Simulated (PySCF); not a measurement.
tert-butylthiol (C4H10S), SMILES CC(C)(C)S.

The structure is a stationary point at PBE0-D3(BJ)/def2-SVP. The values are those of a single conformer.

All values below come from CAM-B3LYP/def2-TZVP run with PySCF.

Symmetry labels are those of the subgroup Cs that the program uses (full group Cs).

Computed valence orbital energies around the gap with their symmetry:
```json
[
 {"orbital": "HOMO−7", "symmetry": "A'", "energy (eV)": "-12.85"},
 {"orbital": "HOMO−6", "symmetry": "A\"", "energy (eV)": "-12.63"},
 {"orbital": "HOMO−5", "symmetry": "A\"", "energy (eV)": "-11.88"},
 {"orbital": "HOMO−4", "symmetry": "A'", "energy (eV)": "-11.69"},
 {"orbital": "HOMO−3", "symmetry": "A\"", "energy (eV)": "-11.14"},
 {"orbital": "HOMO−2", "symmetry": "A'", "energy (eV)": "-11.02"},
 {"orbital": "HOMO−1", "symmetry": "A'", "energy (eV)": "-10.06"},
 {"orbital": "HOMO", "symmetry": "A\"", "energy (eV)": "-8.06"},
 {"orbital": "LUMO", "symmetry": "A'", "energy (eV)": "1.32"},
 {"orbital": "LUMO+1", "symmetry": "A'", "energy (eV)": "2.18"},
 {"orbital": "LUMO+2", "symmetry": "A'", "energy (eV)": "2.77"},
 {"orbital": "LUMO+3", "symmetry": "A'", "energy (eV)": "3.27"}
]
```
